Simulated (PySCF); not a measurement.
Al₂H₄, SMILES [AlH2][AlH2-], charge -1, multiplicity 2. Atoms are numbered in the order given.

```xyz
6

Al     0.0000     0.0000    -1.2286
Al     0.0000     0.0000     1.2286
H      0.0000     1.3317    -2.1599
H      0.0000    -1.3317    -2.1599
H      0.0000     1.3317     2.1599
H      0.0000    -1.3317     2.1599
```
Charge -1, spin multiplicity 2.

Geometry: ωB97X-D3(BJ)/def2-TZVPD.

The numbers are results of PBE/pcH-1 in PySCF, not measurements.

Unrestricted Kohn–Sham, ⟨S²⟩ = 0.753. Hyperfine tensors hold the contact and dipolar terms, without spin-orbit corrections.

**Question.** Estimate the hyperfine couplings. (Estimate from the structure and the level; the computed values follow.)

**Answer.** 
```
nucleus     A(iso) (MHz)  A(iso) (G)  dipolar principal values (MHz)
----------  ------------  ----------  ------------------------------
27Al no. 1           5.7         2.0              -34.7, -29.3, 63.9
27Al no. 2           5.7         2.0              -34.7, -29.3, 63.9
1H no. 3           -24.8        -8.9                  -4.0, 1.4, 2.6
1H no. 4           -24.8        -8.9                  -4.0, 1.4, 2.6
1H no. 5           -24.8        -8.9                  -4.0, 1.4, 2.6
1H no. 6           -24.8        -8.9                  -4.0, 1.4, 2.6
```

**Question.** And the g tensor (effective nuclear charges for spin-orbit coupling, GIAO)? (Estimate from the structure and the level; the computed values follow.)

**Answer.** principal values 2.0024, 2.0024, 2.0040; isotropic 2.0029.
